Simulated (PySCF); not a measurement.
## Dipole moment and polarisability of `CC[Se]CC(F)(F)F`

Compound: C4H7F3Se.
Atom-mapped SMILES: `[CH3:1][CH2:2][Se:3][CH2:4][C:5]([F:6])([F:7])[F:8]` (hydrogens: H9, H10, H11 on C1; H12, H13 on C2; H14, H15 on C4)

Structure used (PBE0-D3(BJ)/def2-SVP), in Å, numbered top down from 1:
```
atom  x, y, z in Å
C1     2.6227    0.2898   -0.4689
C2     1.2104   -0.2351   -0.3046
Se3    0.2319    0.8741    0.9780
C4    -1.4084   -0.1634    1.0285
C5    -2.3650    0.0955   -0.1088
F6    -2.7656    1.3636   -0.1518
F7    -1.8245   -0.2025   -1.2971
F8    -3.4594   -0.6660    0.0276
H9     2.6278    1.3206   -0.8551
H10    3.1786   -0.3361   -1.1834
H11    3.1729    0.2806    0.4845
H12    0.6603   -0.2192   -1.2547
H13    1.2107   -1.2660    0.0812
H14   -1.1703   -1.2361    1.0500
H15   -1.9234    0.0888    1.9657
```

Level: CAM-B3LYP/def2-SVPD (PySCF), static field, nuclei fixed, core orbitals frozen in the response. The polarisability tensor in these axes (au):

```
x   95.62  2.11 -5.99
y    2.11 71.48  3.20
z   -5.99  3.20 73.31
```

Task: Diagonalise the tensor; give its mean and Δα, where Δα² is half the sum of the squared differences of the eigenvalues.

Result: Principal values 67.99, 75.23 and 97.18 au; mean 80.13 au = 11.87 Å³ = 13.21 × 10⁻⁴⁰ C²·m²/J; Δα = 26.33 au (33 % of the mean).

Task: What is the dipole moment, and where does it point?

Result: (1.83, -1.39, 0.63) D, 2.39 D in size, pointing from the negative to the positive side. Measured along this direction, the outermost atoms are F6 at the negative end and H11 and H10 at the positive end.

Task: What are the principal values of the traceless quadrupole moment, Θ = ½Σq(3rr − r²1), about the centre of nuclear charge?

Result: -7.80, 0.56, 7.24 D·Å. The values depend on the origin, since the dipole doesn't vanish. The electronic extent ⟨r²⟩ about the same centre is 1581 bohr², a root-mean-square distance of 2.19 Å for the 92 electrons.

Task: Refractivity n − 1 of an ideal gas of it at 350 K and 1 atm, from the electronic α?

Result: N = p/kT = 2.0968 × 10¹⁹ cm⁻³, so n − 1 = 2π × N × 11.87 × 10⁻²⁴ cm³ = 1564 × 10⁻⁶ at long wavelengths.

Task: In a dilute gas of rigid molecules at 298 K, how does the orientational term μ²/3kT compare with the electronic polarisability?

Result: In Gaussian units μ²/3kT = 46.18 Å³ against 11.87 Å³, a ratio of 3.89; the Debye molar polarisation (4π/3)N_A(α + μ²/3kT) is 146.5 cm³/mol, leaving out the vibrational part.

The structure is a single PBE0-D3(BJ)/def2-SVP conformer in the gas phase; no vibrational or solvent corrections. The calculation is non-relativistic, for selenium too.

The run behind these numbers computed excited states as well. Time: 70 s of wall time (with the writing of density and orbital grids); peak memory 1.2 GiB. Hardware: Intel Xeon Platinum 8488C, one thread, no GPU, shared host with 192 logical CPUs at a one-minute load of 17.
